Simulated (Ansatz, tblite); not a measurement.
Spin states of AgF₂⁻ (the lowest singlet isomer of a short search), each relaxed with r2SCAN-D4/def2-TZVPD in Ansatz. Electronic energies in the gas phase.

In the def2 sets Ag takes a core potential; there is no spin–orbit coupling. The xTB rows come from tblite. HSE06 is defined as in plane-wave codes, on full-range PBE exchange. Correlated methods freeze 2 core orbitals; core or outer-core shells of Ag are correlated, in sets that lack core-valence functions. In CCSD on the charge -1 quintet the largest single amplitude is 0.38, so its Hartree–Fock determinant may place the open shell otherwise than the density functionals do. HOMO above LUMO, or a gap near zero within one spin, warns that the state may not be the lowest or that an electron is smeared out. The structure comes from a short search, and lower isomers may exist.

Singlet geometry (D∞h within 0.1 Å):

```xyz
3

Ag    0.000    0.000    0.000
F     1.190    0.950   -1.309
F    -1.190   -0.950    1.309
```

Triplet geometry (C2v within 0.1 Å):

Cartesian coordinates in Å:
```
Ag 0.779 0.012 0.501
F 0.230 0.921 -1.237
F -1.010 -0.933 0.736
```

Quintet geometry (D∞h within 0.1 Å):

Cartesian coordinates in Å:
```
Ag 0.000 0.000 0.000
F -1.327 1.073 1.207
F 1.327 -1.073 -1.207
```

Run but left out: HF/def2-TZVPD, HF/def2-TZVPPD, MP2/def2-TZVPD, MP2/def2-TZVPPD (quintet: a determinant that CCSD turns far, T1 0.053); B97M-V/def2-TZVPD (quintet: an occupied level 0.04 eV above an empty one).

Only these spin states were relaxed.

| level | triplet − singlet (kJ/mol) | quintet − singlet (kJ/mol) | lowest of these | remarks |
| --- | --- | --- | --- | --- |
| LDA (SPW92)/def2-TZVPD | 309.2 | 955.2 | singlet | HOMO above zero (quintet), HOMO above zero (triplet), gap within one spin near zero (quintet) |
| PBE0-D4/def2-TZVPD | 310.4 | 994.7 | singlet | HOMO above zero (quintet) |
| HSE06-D4/def2-TZVPD | 309.8 | 992.1 | singlet | HOMO above zero (quintet), HOMO above zero (triplet) |
| CCSD/def2-TZVPPD | 343.9 | 1144.5 | singlet | HOMO above zero (quintet), large T1 (0.053) (quintet) |

Q: Estimate the rows for GFN1-xTB, BLYP-D4/def2-TZVPD, r2SCAN-D4/def2-TZVPD, CCSD(T)/def2-TZVPPD.

A: 
| level | triplet − singlet (kJ/mol) | quintet − singlet (kJ/mol) | lowest of these | remarks |
| --- | --- | --- | --- | --- |
| GFN1-xTB | 351.1 | 1000.7 | singlet | – |
| BLYP-D4/def2-TZVPD | 292.1 | 925.9 | singlet | HOMO above zero (quintet), HOMO above zero (triplet) |
| r2SCAN-D4/def2-TZVPD | 284.6 | 935.8 | singlet | HOMO above zero (quintet), HOMO above zero (triplet) |
| CCSD(T)/def2-TZVPPD | 342.6 | 1154.4 | singlet | HOMO above zero (quintet), large T1 (0.053) (quintet) |

The xTB methods have no spin-polarisation term.

Q: How do the metal–ligand distances follow the spin state?

A: 
```tsv
state	donor atoms	mean metal–ligand distance (Å)	range (Å)	Mulliken spin on the metal (PBE0)
singlet	2	2.008	2.01–2.01	0
triplet	2	2.037	2.04–2.04	1.64
quintet	2	2.090	2.09–2.09	3.25
```

⟨S²⟩ at PBE0-D4/def2-TZVPD: singlet 0.00 (pure 0.00), triplet 2.01 (pure 2.00), quintet 6.01 (pure 6.00).
